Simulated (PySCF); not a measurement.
Species: C8H13F.
Z-matrix (Å and degrees, PBE0-D3(BJ)/def2-SVP geometry), rows numbered from 1:
```
F 
C   1  1.3697
C   2  1.5272  1  117.18
C   3  1.5445  2   87.08  1  -143.10
C   4  1.5203  3  121.27  2   144.49
C   5  1.5251  4  113.15  3   -69.93
C   6  1.5244  5  110.90  4   -50.42
C   7  1.5240  6  110.57  5    62.23
C   8  1.5301  7  112.46  6   -58.93
H   2  1.1026  1  107.84  3   127.68
H   3  1.0997  2  118.74  1    95.36
H   3  1.1004  2  109.80  1   -31.00
H   4  1.1018  3  108.70  2   -87.84
H   5  1.1031  4  109.73  3    54.55
H   5  1.1043  4  108.29  3   169.99
H   6  1.1048  5  110.25  4    70.38
H   6  1.1017  5  109.66  4  -173.15
H   7  1.1054  6  109.42  5   -59.22
H   7  1.1017  6  110.44  5  -176.02
H   8  1.1023  7  108.55  6    62.80
H   8  1.1008  7  111.08  6   178.26
H   9  1.1017  2  116.31  1  -100.42
```

Level of theory: PBE0-D3(BJ)/def2-SVP geometry optimisation, gas phase (PySCF 2.14.0).

Masses are those of the commonest isotopes; rigid-rotor values at the optimised geometry. The values belong to one conformer with, in the numbering `[F:1][C@@H:2]1[CH2:3][C@@H:4]2[CH2:5][CH2:6][CH2:7][CH2:8][C@H:9]12`, F1–C2–C3–C4 -143°, C2–C3–C4–C5 144°, C3–C4–C5–C6 -70°, C4–C5–C6–C7 -50°.

Question: Give the principal moments of inertia and the rotational constants in MHz.

Answer: Ia = 180.34, Ib = 371.03, Ic = 464.57 u·Å²; 505379 MHz·u·Å²/I gives A = 2802, B = 1362, C = 1088 MHz.

Question: What kind of rotor is it?

Answer: An asymmetric top. Ray's parameter κ = (2B − A − C)/(A − C) = -0.680; −1 is the prolate and +1 the oblate limit.

Question: What does the inertial defect say?

Answer: Not planar: Δ = Ic − Ia − Ib = -86.80 u·Å². For a rigid frame Δ = −2 Σ m c², so Σ m c² = 43.40 u·Å² lies off the ab plane: 16.91 from hydrogen and 26.49 from heavier atoms. The atom farthest from that plane is 1.97 Å away.

Question: Give the other two planar moments, Paa and Pbb, and the rms extents of the mass along the axes.

Answer: Paa = Σ m a² = (Ib + Ic − Ia)/2 = 327.63 and Pbb = Σ m b² = (Ia + Ic − Ib)/2 = 136.94 u·Å². With the mass M = 128.10 u, the rms extents √(P/M) along a, b and c are 1.60, 1.03, 0.58 Å.

Question: Which lines would a microwave search look for?

Answer: The dipole components are |μa| = 1.25 D, |μb| = 0.93 D, |μc| = 0.70 D. The squared components, which scale the intensities, stand as 1.00 : 0.55 : 0.31 (a : b : c). Some lines, for components of 0.1 D or more:

```csv
type,branch,"J(Ka,Kc)",MHz,lower level (cm⁻¹)
b,Q,"1(1,0) ← 1(0,1)",1715,0.082
b,Q,"2(1,1) ← 2(0,2)",2024,0.244
b,R,"2(0,2) ← 1(1,1)",3424,0.130
c,R,"1(1,0) ← 0(0,0)",4165,0.000
c,Q,"2(2,1) ← 2(1,1)",4321,0.312
b,Q,"2(2,0) ← 2(1,1)",4357,0.312
a,R,"2(1,2) ← 1(1,1)",4626,0.130
a,R,"2(0,2) ← 1(0,1)",4864,0.082
b,R,"2(2,1) ← 1(1,0)",9495,0.139
c,R,"2(2,0) ← 1(1,0)",9531,0.139
c,R,"2(2,1) ← 1(1,1)",9769,0.130
b,R,"2(2,0) ← 1(1,1)",9805,0.130
```

Question: Estimate the classical rotational partition function at 50 K, 100 K and 200 K.

Answer: Point group C1, symmetry number σ = 1; q = (√π/σ)·√((kT/h)³/(ABC)), k/h = 20836.6 MHz/K: 29200 at 50 K, 82700 at 100 K, 234000 at 200 K.

No PBE0-D3(BJ)/def2-SVP frequencies stand behind this structure, so it isn't proved a minimum. No vibrational averaging or centrifugal distortion is included, and the geometry carries the error of its method.
